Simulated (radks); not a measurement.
Task: The bromine anion Br-, [Kr], held by a Watson sphere: a shell of charge +1 at radius R that stands for the Madelung well of a crystal (potential energy -1/R inside, -1/r outside, in hartree with lengths in bohr). All-electron calculation, scalar-relativistic Kohn-Sham, LDA (Slater exchange, Perdew-Wang correlation), spin-unpolarised, spherical densities, point nucleus. Program: a radial shooting solver on a logarithmic mesh with Libxc functionals. Response by self-consistent Sternheimer equations with the Hartree and adiabatic LDA kernel, the relativistic mass of each level held fixed and spin-orbit coupling left out. The sphere does not respond.

| R (bohr) | e(3d) (eV) | e(4s) (eV) | e(4p) (eV) | <r> 4p (bohr) | sum of <r^2> (bohr^2) | X-ray form factor at sin(theta)/lambda = 0.2 1/angstrom | alpha (bohr^3) |
|---|---|---|---|---|---|---|---|
| 3.04 | -65.045 | -19.190 | -7.405 | 2.211 | 49.14 | 27.777 | 31.25 |
| 4.22 | -63.876 | -17.732 | -5.979 | 2.280 | 51.99 | 27.736 | 41.33 |
| 4.34 | -63.763 | -17.607 | -5.853 | 2.284 | 52.19 | 27.735 | 42.26 |
| 4.42 | -63.690 | -17.526 | -5.772 | 2.287 | 52.32 | 27.735 | 42.86 |
| 4.56 | -63.563 | -17.389 | -5.632 | 2.291 | 52.52 | 27.734 | 43.90 |
| 4.77 | -63.380 | -17.191 | -5.432 | 2.297 | 52.80 | 27.734 | 45.38 |
| 4.83 | -63.329 | -17.137 | -5.377 | 2.299 | 52.87 | 27.734 | 45.79 |
| 5.04 | -63.155 | -16.953 | -5.191 | 2.303 | 53.10 | 27.733 | 47.16 |

Estimate the row for R = 2.7 bohr.

Result: e(3d) (eV) -65.376; e(4s) (eV) -19.700; e(4p) (eV) -7.859; <r> 4p (bohr) 2.179; sum of <r^2> (bohr^2) 47.95; X-ray form factor at sin(theta)/lambda = 0.2 1/angstrom 27.813; alpha (bohr^3) 28.29.
